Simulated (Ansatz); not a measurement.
`C#C[SiH](F)Cl` + H₂ → `F[SiH2]Cl` + `C#C` at 400 K and 1 bar (hydrogenolysis of the Si–C bond).

Computed with Ansatz on PBE0-D4/def2-TZVP structures; ΔE is electronic, products minus reactants. CCSD(T)/CBS is the MP2 limit (def2-TZVPP, def2-QZVPP) plus CCSD(T) − MP2 in def2-TZVPP, frozen cores. This one scheme is used for every species.

```tsv
species	CCSD(T)/CBS energy (Eh)	H − E (kJ/mol)	S (J/(mol·K))
`C#C[SiH](F)Cl`	-926.02177	115.0	359.5
H₂	-1.17544	38.0	139.0
`F[SiH2]Cl`	-849.96195	76.1	299.2
`C#C`	-77.22717	85.5	213.8
```

H − E and S are ideal-gas, rigid-rotor, harmonic terms from PBE0-D4/def2-TZVP, for one conformer and one mirror image of each species. The MP2-based limit puts H₂ 0.8 mEh under its directly extrapolated value; such offsets cancel only in part. 1 Eh = 2625.50 kJ/mol, R = 8.31446 J/(mol·K).

By hand: ΔE, ΔH, ΔS and ΔG.

ΔE = (-849.96195) + (-77.22717) − (-926.02177) − (-1.17544) = 0.00809 Eh = 21.2 kJ/mol. Δ(H − E) = 76.1 + 85.5 − 115.0 − 38.0 = 8.6, so ΔH = 29.8 kJ/mol. ΔS = 299.2 + 213.8 − 359.5 − 139.0 = 14.5 J/(mol·K). ΔG = 29.8 − 400 × (14.5)/1000 = 24.0 kJ/mol.

By hand: the equilibrium constant, and the temperature at which ΔG would vanish if ΔH and ΔS stayed fixed.

log₁₀ K = −ΔG/(RT ln 10) = -3.1. ΔG = 0 at ΔH/ΔS = 2055 K, though so small a ΔS makes that figure unsure.

The number of gas molecules stays the same, so ΔS is small and ΔH decides. A doubt of 5 kJ/mol in ΔE shifts log₁₀ K by 0.7 here. Other conformers and mirror images would add mixing entropy, several J/(mol·K) or more a flexible species. These are equilibria of isolated gas molecules and say nothing of rates. Largest T1 diagnostic: 0.013 (customary marks: 0.02 for closed shells, 0.045 for open ones).
